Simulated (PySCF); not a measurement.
**From computed data to an observable: chemical shift, span and skew from a shielding tensor**

2-methylidenefuran-3-one (C5H4O2), SMILES C=C1OC=CC1=O. Atoms are numbered in the order given.

```xyz
11

C      0.9277    -1.8726     0.0000
C      0.5159    -0.6050     0.0000
O      1.3746     0.4785     0.0000
C      0.6034     1.6004     0.0000
C     -0.7281     1.3731     0.0000
C     -0.9038    -0.0874     0.0000
O     -1.9101    -0.7666     0.0000
H      0.1651    -2.6535     0.0000
H      1.9857    -2.1394     0.0000
H      1.1667     2.5335     0.0000
H     -1.5235     2.1136     0.0000
```
Charge 0, spin multiplicity 1.

Coordinates come from a B3LYP-D3(BJ)/def2-SVP optimisation.

GIAO shieldings from B3LYP/pcSseg-1 (PySCF), non-relativistic, no solvent. The symmetric part of the tensor of C2 has the principal values -81.4, 43.7, 95.6 ppm. The same nucleus in TMS has σ = 181.3 ppm at this level (PySCF, at its B3LYP-D3(BJ)/def2-TZVP geometry).

**Question.** Work out the isotropic shielding, the ¹³C shift against TMS, the span and the skew.

**Answer.** 
σ(iso) = (σ11 + σ22 + σ33)/3 = 19.3 ppm. δ = σ(ref) − σ(iso) = 181.3 − (19.3) = 162.0 ppm.
Span Ω = σ33 − σ11 = 177.0 ppm. Skew κ = 3(σ(iso) − σ22)/Ω = -0.41. Tumbling in solution averages the tensor to δ; in a static solid the shielding alone would spread this spin-1/2 line over Ω.
